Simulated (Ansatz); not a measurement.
Geometry optimisation, RHF/cc-pVDZ (Ansatz).

Input file:

```yaml
crystal:
  periodic: [false, false, false]
  atoms:
    - { symbol: Si, position_ang: [-1.032665, 0.111157, 0.520118] }
    - { symbol: H, position_ang: [1.429675, 0.503, 1.453859] }
    - { symbol: C, position_ang: [2.046972, -0.008794, 0.701159] }
    - { symbol: H, position_ang: [1.619697, -0.985422, 0.466658] }
    - { symbol: H, position_ang: [2.116102, 0.598739, -0.202939] }
    - { symbol: H, position_ang: [3.052616, -0.150682, 1.109712] }
    - { symbol: C, position_ang: [-0.717668, 1.472158, -0.805703] }
    - { symbol: H, position_ang: [-1.662094, 1.670026, -1.329504] }
    - { symbol: H, position_ang: [-0.43047, 2.399397, -0.30094] }
    - { symbol: H, position_ang: [0.040195, 1.246035, -1.560061] }
    - { symbol: "N", position_ang: [-1.185895, -1.333358, -0.431177] }
    - { symbol: C, position_ang: [-1.51227, -2.578473, 0.245106] }
    - { symbol: H, position_ang: [-1.606629, -2.411775, 1.317304] }
    - { symbol: H, position_ang: [-2.459092, -2.991673, -0.119421] }
    - { symbol: H, position_ang: [-0.735228, -3.333305, 0.082921] }
    - { symbol: C, position_ang: [-1.063657, -1.522778, -1.863326] }
    - { symbol: H, position_ang: [-1.994247, -1.92994, -2.282344] }
    - { symbol: H, position_ang: [-0.84849, -0.584926, -2.373062] }
    - { symbol: H, position_ang: [-0.258249, -2.233385, -2.096764] }
basis:
  gaussian: { orbitals: cc-pVDZ }
hamiltonian:
  xc: hf
relax:
  f_tol: 0.03
  max_steps: 50
```

Launched with:

```bash
$ ansatz run input.yaml --threads 4 --pin off --max-ram 5120MiB --backend cpu --events-out ev --progress --plain --runs-dir out
```

Problem. Where does it end, and by what steps?

Solution. The forces met the threshold. The force dipped under the threshold on the way, but the program's further checks kept it going. After 23 steps the energy has fallen by 0.213 eV; H9 moved furthest, 1.16 Å.

| step | energy less start (eV) | largest force component (eV/Å) | accepted |
| --- | --- | --- | --- |
| 0 | 0.0000 | 0.559 | yes |
| 1 | -0.1081 | 0.228 | yes |
| 2 | -0.1569 | 0.182 | yes |
| 3 | -0.1801 | 0.116 | yes |
| 4 | -0.1005 | 1.023 | no |
| 5 | -0.1922 | 0.081 | yes |
| 6 | -0.1987 | 0.130 | yes |
| 7 | -0.2038 | 0.155 | yes |
| 8 | -0.2064 | 0.085 | yes |
| 9 | -0.2080 | 0.047 | yes |
| 10 | -0.2086 | 0.034 | yes |
| 11 | -0.2089 | 0.044 | yes |
| 12 | -0.2091 | 0.037 | yes |
| 13 | -0.2094 | 0.059 | yes |
| 14 | -0.2097 | 0.020 | yes |
| 15 | -0.2100 | 0.034 | yes |
| 16 | -0.2102 | 0.082 | yes |
| 17 | -0.2106 | 0.037 | yes |
| 18 | -0.2110 | 0.009 | yes |
| 19 | -0.2100 | 0.191 | no |
| 20 | -0.2118 | 0.027 | yes |
| 21 | -0.2119 | 0.100 | yes |
| 22 | -0.2125 | 0.040 | yes |
| 23 | -0.2129 | 0.017 | yes |

```xyz
19
Properties=species:S:1:pos:R:3
Si -1.785 0.235 0.376
H 2.447 0.407 1.656
C 2.703 -0.218 0.798
H 1.810 -0.741 0.452
H 3.094 0.409 -0.005
H 3.461 -0.945 1.092
C -1.376 1.571 -0.951
H -2.004 1.473 -1.844
H -1.556 2.563 -0.527
H -0.329 1.530 -1.271
N -1.435 -1.249 -0.453
C -1.637 -2.507 0.248
H -1.983 -2.326 1.265
H -2.382 -3.128 -0.262
H -0.706 -3.082 0.301
C -0.974 -1.464 -1.811
H -1.701 -2.052 -2.381
H -0.819 -0.524 -2.332
H -0.028 -2.016 -1.818
```

Whether the end is a true minimum wasn't checked by a vibrational analysis.

The run took 43 s on 4 threads of Arm Neoverse V2, with other jobs on the host, peak memory 0.43 GiB.
